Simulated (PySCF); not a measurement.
## Continuum solvent and chemical shifts

Atom-mapped SMILES (the numbers label the heavy atoms): `[BH3-:1][N+:2]#[C:3][CH2:4][C:5]([F:6])=[C:7]([F:8])[F:9]`; H(Xn) means a hydrogen on atom n.

GIAO PBE0/pcSseg-1 in PySCF 2.14 on one PBE0-D3(BJ)/def2-SVP conformer, non-relativistic, equivalent nuclei averaged. Solvents enter as an IEF-PCM continuum (acetone with ε = 20.5, dimethylsulfoxide with ε = 46.8) around the gas-phase geometry. Shifts are referred to BF3·OEt2, TMS, CFCl3 computed in the same medium.

In acetone, δ in ppm: B1 -36.1, C7 163.8, C5 126.6, C3 120.2, C4 19.4, F8 -97.3, F9 -114.0, F6 -186.7, H(C4) 3.97, H(B1) 1.79. Dipole moment 8.55 D.

(1) How does each δ change in the more polar medium?

(2) Which nuclei move most (in ppm), and what does the model miss?

Answers

(1) 
```tsv
atoms	environment	Δδ, dimethylsulfoxide
B1	boron bonded to N, 3 H	0.0
C7	fully substituted alkene carbon	+0.1
C5	fully substituted alkene carbon	+0.1
C3	nitrilium-type carbon	+0.4
C4	allylic sp3 CH2	+0.1
F8	vinylic fluorine	-0.2
F9	vinylic fluorine	+0.1
F6	vinylic fluorine	0.0
H(C4)	hydrogen on an allylic sp3 CH2	+0.02
H(B1)	hydrogen on a boron bonded to N	-0.02
```

Changes are relative to acetone. The dipole moment becomes 8.62 D in dimethylsulfoxide.

(2) C3 (nitrilium-type carbon, +0.4 ppm) in dimethylsulfoxide. A continuum only polarises the solute; specific hydrogen bonds, the anisotropy of aromatic solvents and changes of geometry or conformer are outside it.
